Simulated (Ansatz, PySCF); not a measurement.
The pair A = GeH4 (SMILES [GeH4]) (first 5 atoms), B = CH2F2 (SMILES FCF); geometry from B3LYP-D3(BJ)/def2-TZVP.
(charge 0, multiplicity 1):
```xyz
10

Ge    -0.700     0.535     0.347
H     -0.860     0.619    -1.180
H     -0.375    -0.919     0.727
H     -2.013     0.956     1.020
H      0.443     1.452     0.796
F     -0.306     0.078     3.691
C      0.587    -0.950     3.771
F      1.788    -0.514     3.303
H      0.238    -1.764     3.136
H      0.700    -1.231     4.820
```

Correlated levels freeze the cores. Filled d and f shells under p-block atoms count as core. CBS: X⁻³ extrapolation of the correlation energy, Hartree–Fock from the larger set. MP2 and its Hartree–Fock in aug-cc-pVTZ are density fitted.

Codes used: Ansatz (Gaussian basis) for Hartree–Fock, density functionals and correlated methods; PySCF for the dispersion terms. 

The monomers are drawn apart, rigid, along the line of their centres of mass. Counterpoise-corrected interaction energies (kcal/mol):

| level | R = 5.012 Å | R = 6.371 Å |
|---|---|---|
| PBE-D3(BJ)/def2-TZVPPD | -0.3961 | -0.0823 |
| wB97M-V/def2-TZVPPD | -0.3501 | -0.0827 |
| MP2/CBS(aug-cc-pVDZ, aug-cc-pVTZ) + ΔCCSD(T)/aug-cc-pVDZ | -0.3372 | -0.0818 |

Question: R is the distance of the centres of mass. Find the local exponent m of E ∝ R⁻ᵐ between the two points.

Answer: 
m = ln(E₁/E₂)/ln(R₂/R₁): PBE-D3(BJ)/def2-TZVPPD 6.5; wB97M-V/def2-TZVPPD 6.0; MP2/CBS(aug-cc-pVDZ, aug-cc-pVTZ) + ΔCCSD(T)/aug-cc-pVDZ 5.9. For scale, two fixed dipoles give m = 3, dipole and quadrupole 4, quadrupoles 5, and dispersion or dipole-induced dipole 6 at long range; at these distances several terms mix, and what is left of overlap and damping shifts m, so it need not match one of them.

Ansatz is a first-principles code.
